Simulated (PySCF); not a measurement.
# Electronic structure of P+ (phosphorus, charge +1) at the PBE0 level

Configuration: [Ne] 3s2 3p2, high-spin 3P determinant. Calculation: PySCF 2.14, in aug-cc-pV(D+d)Z; the non-relativistic Hamiltonian (point nucleus).

```
Total energy                                                  : -340.7461 hartree
One-electron energy                                           : -465.7542 hartree
Hartree (Coulomb) energy                                      : 147.7540 hartree
Exchange-correlation energy                                   : -22.7459 hartree
Kinetic energy                                                : 340.04269 hartree
⟨S²⟩                                                          : 2.0047
⟨L²⟩                                                          : 2.016
Sum of ⟨r⟩                                                    : 12.07 bohr
Sum of ⟨r²⟩                                                   : 20.77 bohr²
Traceless quadrupole moment −½Σ⟨3z² − r²⟩ along its main axis : 2.01 e·bohr²
Density at the nucleus (Gaussians lack the cusp)              : 2130 bohr⁻³
Spin density at the nucleus                                   : 0.0556 bohr⁻³
Langevin diamagnetic susceptibility                           : -16.5 ×10⁻⁶ cm³/mol
Time after the integrals                                      : 0.13 s of wall time on 1 thread of Neoverse-V2 (shared host)
```

| shell | electrons | mean orbital energy (eV) | spread (eV) | rms radius, mean of both spins (bohr) |
| --- | --- | --- | --- | --- |
| 1s α | 1 | -2113.9 | 0 | 0.120 |
| 1s β | 1 | -2113.7 | 0 | 0.120 |
| 2s α | 1 | -192.04 | 0 | 0.566 |
| 2s β | 1 | -191.74 | 0 | 0.566 |
| 2p α | 3 | -141.35 | 0.110 | 0.543 |
| 2p β | 3 | -140.90 | 0.559 | 0.543 |
| 3s α | 1 | -25.909 | 0 | 1.97 |
| 3s β | 1 | -23.127 | 0 | 1.97 |
| 3p α | 2 | -16.337 | 0 | 2.30 |
